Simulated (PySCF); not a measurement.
**Pb2Te: one-bond stretch**

These are results of PBE0 in PySCF with Te def2-SVP with ECP28, Pb def2-SVP with ECP60; scalar-relativistic core potentials, no spin–orbit coupling; density-fitted integrals, not measurements.

Rigid scan from the singlet minimum (Pb–Pb 3.073 Å, Te–Pb 2.842 Å (×2); Pb–Pb–Te 57.3° (×2), Pb–Te–Pb 65.4°). Coordinate: the bond from Te to the last atom (Pb) scaled, the rest fixed. Energies in kJ/mol from the minimum.

**Question.** Predict the curve at 0.92, 0.96, 1.00, 1.05, 1.12, 1.20, 1.35, 1.55, 1.80, 2.20.

**Answer.** 
| scale of one bond | E (kJ/mol) | dipole size (D) |
| --- | --- | --- |
| 0.92 | 27.6 | 2.12 |
| 0.96 | 6.1 | 2.37 |
| 1.00 | 0.0 | 2.63 |
| 1.05 | 7.2 | 2.96 |
| 1.12 | 34.1 | 3.40 |
| 1.20 | 76.4 | 3.85 |
| 1.35 | 160.6 | 4.54 |
| 1.55 | 249.0 | – |
| 1.80 | 309.9 | – |
| 2.20 | 342.9 | – |

At long bonds a restricted determinant can lie too high, and another spin state can fall below this curve.

No spin–orbit coupling is included, which matters more the heavier the element.
